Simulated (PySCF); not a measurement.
## Calculated data, AlBH3

Calculation on a computer-drawn molecule: vertical ionisation energy to the stated ion spin, frozen-core CCSD(T) at the basis limit and cheaper methods, single-reference cases, UHF for radicals, no spin-orbit; all values are single points at the evaluated structure, the first of each entry, which is the reference or a displaced copy of it and isn't optimised; the reference structure only sets the zero of the energies above reference; triples share is (T) over the correlation energy. Program: PySCF 2.14.0.

Common to all runs: diffuse functions no; basis cc-pV(n+d)Z; reference is the Hartree-Fock double-zeta minimum; best is HF at quadruple zeta + MP2 correlation extrapolated from triple and quadruple zeta + CCSD(T) minus MP2 at triple zeta; basis step is the size of the change from the same recipe one zeta lower.

(1) 
```xyz
5
formula=AlBH3 charge=1 multiplicity=1 ion_multiplicity=2 ionisation_energy_best=16.85 ionisation_energy_basis_step=0.02793 energy_above_reference_best=1.622 energy_above_reference_basis_step=0.03725 ionisation_energy_Koopmans_at_triple_zeta=16.78 ionisation_energy_EOM_CCSD_at_triple_zeta=16.81 total_energy_HF_triple_zeta=-268.0486 total_energy_CCSD(T)_triple_zeta=-268.2315 total_energy_best=-268.2515 T1_diagnostic_at_triple_zeta=0.009305 D1_diagnostic_at_triple_zeta=0.01689 ion_T1_diagnostic_at_triple_zeta=0.01988 ion_D1_diagnostic_at_triple_zeta=0.04974 ion_spin_squared_at_triple_zeta=0.7868 triples_share_at_triple_zeta=0.02347 basis_functions_triple_zeta=111
B      2.0364    -0.5044    -0.8755
Al     1.0114    -1.0406    -2.7150
H      1.9156     0.6035    -0.4690
H      2.6785    -1.3445    -0.3380
H      0.3238    -1.3990    -3.9593
```

Units: ionisation_energy_best, ionisation_energy_basis_step, ionisation_energy_Koopmans_at_triple_zeta, ionisation_energy_EOM_CCSD_at_triple_zeta in eV; energy_above_reference_best, energy_above_reference_basis_step in kcal/mol; total_energy_HF_triple_zeta, total_energy_CCSD(T)_triple_zeta, total_energy_best in hartree.

Reference structure:
```xyz
5
AlBH3
B      2.0353    -0.5078    -0.8733
Al     1.0135    -1.0398    -2.7164
H      1.9145     0.6049    -0.4727
H      2.6781    -1.3490    -0.3322
H      0.2841    -1.4192    -4.0319
```

Drawn bonds:
| atom | other atom | order |
| --- | --- | --- |
| 1 | 2 | 1 |
| 1 | 3 | 1 |
| 1 | 4 | 1 |
| 2 | 5 | 1 |

Triple zeta:
| method | ionisation energy (eV) | energy above reference (kcal/mol) |
| --- | --- | --- |
| HF | 15.84 | 1.38 |
| PBE | 16.5 | 2.132 |
| r2SCAN | 16.52 | 1.743 |
| B3LYP | 16.66 | 1.617 |
| wB97X | 16.71 | 1.479 |
| MP2 | 16.7 | 1.44 |
| CCSD | 16.73 | 1.613 |
| CCSD(T) | 16.76 | 1.664 |

(2) 
```xyz
5
formula=AlBH3 charge=0 multiplicity=2 ion_multiplicity=1
B     -0.8134    -1.2897     2.7421
Al    -0.5564    -0.4214     0.9163
H     -0.3246    -0.9434     3.7422
H     -1.5735    -2.1658     2.8081
H      0.7361    -0.8534    -0.0701
```

Reference structure:
```xyz
5
AlBH3
B     -0.8330    -1.2906     2.6810
Al    -0.4471    -0.3787     0.7969
H     -0.4109    -0.8188     3.7046
H     -1.5915    -2.2192     2.7845
H      0.7411    -0.7220    -0.2052
```

Drawn bonds:
| atom | other atom | order |
| --- | --- | --- |
| 1 | 2 | 1 |
| 1 | 3 | 1 |
| 1 | 4 | 1 |
| 2 | 5 | 1 |

Questions
1. AlBH3 (entry 2): spin squared at triple zeta?
2. Give the missing ionisation energy basis step for AlBH3 (entry 2).
3. Estimate the dipole magnitude B3LYP at triple zeta of AlBH3 (entry 2).
4. Estimate the dipole magnitude CCSD unrelaxed at triple zeta of AlBH3 (entry 2).

Answers
1. 0.8134
2. 0.02771 eV
3. 0.9706 debye
4. 0.7237 debye

Further results for AlBH3 (entry 2):

- ionisation energy best: 7.596 eV
- energy above reference best: 2.551 kcal/mol
- energy above reference basis step: 0.1352 kcal/mol
- total energy HF triple zeta: -268.2799 hartree
- total energy CCSD(T) triple zeta: -268.4803 hartree
- total energy best: -268.5023 hartree
- T1 diagnostic at triple zeta: 0.03424
- D1 diagnostic at triple zeta: 0.125
- ion T1 diagnostic at triple zeta: 0.01255
- ion D1 diagnostic at triple zeta: 0.0274
- triples share at triple zeta: 0.03065
- basis functions triple zeta: 111
- dipole magnitude HF at triple zeta: 0.509 debye
- dipole magnitude PBE at triple zeta: 1.145 debye
- dipole magnitude r2SCAN at triple zeta: 1.045 debye
- dipole magnitude wB97X at triple zeta: 0.6429 debye

Triple zeta:
| method | ionisation energy (eV) | energy above reference (kcal/mol) |
| --- | --- | --- |
| HF | 7.242 | 3.194 |
| PBE | 7.773 | 2.393 |
| r2SCAN | 7.877 | 2.252 |
| B3LYP | 7.727 | 2.316 |
| wB97X | 7.567 | 2.5 |
| MP2 | 7.452 | 2.882 |
| CCSD | 7.535 | 2.79 |
| CCSD(T) | 7.571 | 2.782 |
